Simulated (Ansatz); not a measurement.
CH6BClFNSi, relaxed with RKS PBE-D4/def2-SVP in Ansatz 0.2.0 from a rough embedded geometry. The force threshold is 0.03 eV/Å; the program also tests the step.

Total charge 0; spin multiplicity 1. The bonds changed during the relaxation, so this is another structure than the one it started from.

Start:

```xyz
12

B    -0.727   -1.489   -0.414
C     0.286   -0.316    0.036
N     0.296   -0.193    1.481
F     1.617   -0.668   -0.420
Si   -0.228    1.323   -0.730
Cl    1.185    2.813   -0.259
H    -0.380   -2.374   -1.027
H    -1.853   -1.336   -0.079
H     1.030    0.492    1.807
H     0.659   -1.132    1.909
H    -0.354    1.173   -2.157
H    -1.529    1.707   -0.147
```

```json
{"step": "1", "energy (eV)": "-26391.0831", "largest force (eV/Å)": "2.890", "largest move (Å)": "0.000"}
{"step": "2", "energy (eV)": "-26391.4084", "largest force (eV/Å)": "1.055", "largest move (Å)": "0.099"}
{"step": "3", "energy (eV)": "-26391.4847", "largest force (eV/Å)": "0.552", "largest move (Å)": "0.093"}
{"step": "4", "energy (eV)": "-26391.5007", "largest force (eV/Å)": "0.282", "largest move (Å)": "0.040"}
{"step": "5", "energy (eV)": "-26391.5131", "largest force (eV/Å)": "0.167", "largest move (Å)": "0.059"}
{"step": "6", "energy (eV)": "-26391.5240", "largest force (eV/Å)": "0.353", "largest move (Å)": "0.104"}
{"step": "7", "energy (eV)": "-26391.5333", "largest force (eV/Å)": "0.498", "largest move (Å)": "0.195"}
{"step": "8", "energy (eV)": "-26391.5413", "largest force (eV/Å)": "0.352", "largest move (Å)": "0.047"}
{"step": "9", "energy (eV)": "-26391.5553", "largest force (eV/Å)": "0.149", "largest move (Å)": "0.117"}
{"step": "10", "energy (eV)": "-26391.5581", "largest force (eV/Å)": "0.107", "largest move (Å)": "0.027"}
{"step": "11", "energy (eV)": "-26391.5608", "largest force (eV/Å)": "0.166", "largest move (Å)": "0.109"}
{"step": "13", "energy (eV)": "-26391.5651", "largest force (eV/Å)": "0.179", "largest move (Å)": "0.023"}
{"step": "15", "energy (eV)": "-26391.5807", "largest force (eV/Å)": "0.232", "largest move (Å)": "0.067"}
{"step": "17 (rejected)", "energy (eV)": "-26391.6049", "largest force (eV/Å)": "1.534", "largest move (Å)": "0.191"}
{"step": "19", "energy (eV)": "-26391.7706", "largest force (eV/Å)": "1.032", "largest move (Å)": "0.099"}
{"step": "21", "energy (eV)": "-26392.0471", "largest force (eV/Å)": "2.275", "largest move (Å)": "0.193"}
{"step": "23", "energy (eV)": "-26392.3263", "largest force (eV/Å)": "1.427", "largest move (Å)": "0.195"}
{"step": "25 (rejected)", "energy (eV)": "-26392.3327", "largest force (eV/Å)": "1.094", "largest move (Å)": "0.200"}
{"step": "27", "energy (eV)": "-26392.4497", "largest force (eV/Å)": "0.135", "largest move (Å)": "0.098"}
{"step": "29", "energy (eV)": "-26392.4811", "largest force (eV/Å)": "0.278", "largest move (Å)": "0.197"}
{"step": "31", "energy (eV)": "-26392.5080", "largest force (eV/Å)": "0.308", "largest move (Å)": "0.141"}
{"step": "33", "energy (eV)": "-26392.5264", "largest force (eV/Å)": "0.213", "largest move (Å)": "0.129"}
{"step": "35", "energy (eV)": "-26392.5395", "largest force (eV/Å)": "0.229", "largest move (Å)": "0.071"}
{"step": "37", "energy (eV)": "-26392.5469", "largest force (eV/Å)": "0.149", "largest move (Å)": "0.084"}
{"step": "39", "energy (eV)": "-26392.5515", "largest force (eV/Å)": "0.129", "largest move (Å)": "0.061"}
{"step": "41", "energy (eV)": "-26392.5544", "largest force (eV/Å)": "0.088", "largest move (Å)": "0.037"}
{"step": "43 (rejected)", "energy (eV)": "-26392.5547", "largest force (eV/Å)": "0.028", "largest move (Å)": "0.018"}
{"step": "44", "energy (eV)": "-26392.5552", "largest force (eV/Å)": "0.030", "largest move (Å)": "0.009"}
```

End:

```xyz
12

B    -0.623   -0.852   -0.391
C     0.748   -0.974    0.322
N     1.138   -0.330    1.414
F     1.713   -1.755   -0.157
Si   -0.806    1.061   -1.002
Cl   -0.544    2.318    0.723
H    -0.752   -1.616   -1.336
H    -1.530   -0.871    0.440
H     2.098   -0.416    1.759
H     0.545    0.448    1.742
H     0.194    1.601   -1.994
H    -2.181    1.386   -1.519
```

Hardware: 2 threads of an AMD EPYC 7R13 on a shared host. Wall time 110 s, peak host memory 0.26 GiB.
